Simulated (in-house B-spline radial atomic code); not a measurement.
Radial electron density of Lu IV (Lu3+), [Kr] 4d10 4f14 5s2 5p5 5d1. Method: Dirac-Hartree-Fock, average of configuration, Fermi nucleus of rms radius 5.37 fm, inside a hard spherical wall at 6.15 bohr. Calculated with an all-electron radial atomic-structure program (B-spline basis).

Columns: r (bohr), 4πr²n(r) (electrons per bohr), bar.

```
0.000659    3.339 #
0.000815    4.705 ##
 0.00101    6.614 ##
 0.00125    9.213 ###
 0.00154    12.64 ####
 0.00191    17.34 ######
 0.00236    23.36 ########
 0.00292    31.06 ###########
 0.00361    40.49 ##############
 0.00447    51.66 ##################
 0.00552     63.9 ######################
 0.00683    76.51 ##########################
 0.00845    87.87 ##############################
  0.0105    96.22 #################################
  0.0129    99.51 ##################################
   0.016    97.65 ##################################
  0.0198    92.32 ################################
  0.0245    88.03 ##############################
  0.0303    90.36 ###############################
  0.0374    101.8 ###################################
  0.0463    118.2 #########################################
  0.0573    128.3 ############################################
  0.0708    122.9 ##########################################
  0.0876      107 #####################################
   0.108    98.36 ##################################
   0.134    107.2 #####################################
   0.166    116.6 ########################################
   0.205    102.3 ###################################
   0.254    71.22 ########################
   0.314    56.52 ###################
   0.388    64.23 ######################
    0.48    67.43 #######################
   0.593    52.32 ##################
   0.734    32.12 ###########
   0.908    19.63 #######
    1.12    13.51 #####
    1.39    8.758 ###
    1.72    4.602 ##
    2.12    1.899 #
    2.63   0.6063 
    3.25   0.1668 
    4.02  0.03634 
    4.97 0.004679 
    6.09 7.539e-06
```

On this grid the curve has 4 maxima, near 0.0129, 0.0573, 0.166, 0.48 bohr.

The 5p3/2 radial function P(r) = rR(r), positive near the nucleus, with its small component Q(r) (sign convention: Q ≈ (P' + κP/r)/2c):

| r (bohr) | P | Q |
| --- | --- | --- |
| 0.00125 | 0.001274 | -0.0001685 |
| 0.00191 | 0.002821 | -0.0003735 |
| 0.00292 | 0.006176 | -0.0008194 |
| 0.00447 | 0.01329 | -0.00177 |
| 0.00683 | 0.02766 | -0.003707 |
| 0.0105 | 0.05549 | -0.007521 |
| 0.016 | 0.102 | -0.01411 |
| 0.0245 | 0.1673 | -0.02418 |
| 0.0374 | 0.2223 | -0.03536 |
| 0.0573 | 0.1894 | -0.0399 |
| 0.0876 | -0.01561 | -0.02631 |
| 0.134 | -0.2872 | 0.004222 |
| 0.205 | -0.2111 | 0.02279 |
| 0.314 | 0.3146 | 0.006449 |
| 0.48 | 0.4144 | -0.01354 |
| 0.734 | -0.3478 | -0.007148 |
| 1.12 | -0.9609 | 0.004781 |
| 1.72 | -0.7365 | 0.005677 |
| 2.63 | -0.2358 | 0.001905 |
| 4.02 | -0.02543 | 0.0002048 |
